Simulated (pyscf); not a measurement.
Optimised with ωB97X-D3(BJ)/def2-SVP in PySCF.

**Question.** PBE/def2-TZVP puts the barrier of [O–WH(=O)(OH)–OH]• (SMILES [O][WH](=[O])([OH])[OH]) → [O=W(OH)(OH)–OH]• (SMILES [O]=[W]([OH])([OH])[OH]) (hydrogen shift; doublet surface; H–W broken, H–O formed) at 0.06 eV and the reaction energy at -1.37 eV, from the reactant's lowest minimum found. What do r²SCAN/def2-TZVP, PBE0-D3(BJ)/def2-TZVP, ωB97M-D3(BJ)/def2-TZVP give on the same structures?

**Answer.** r²SCAN: ΔE‡ = 0.10 eV, ΔE = -1.45 eV; PBE0-D3(BJ): ΔE‡ = 0.07 eV, ΔE = -1.70 eV; ωB97M-D3(BJ): ΔE‡ = 0.06 eV, ΔE = -1.92 eV. PBE's barrier matches one of them and lies within 0.04 eV of the others. Its reaction energy lies over all of them, by 0.08 to 0.55 eV. One saddle was located; it need not be the lowest between these sides. Open-shell species with a d-block atom are single-reference here; other states, and whether the spin sits on metal or ligand, were not checked. Elements past Kr carry the def2 core potentials, without spin-orbit coupling.
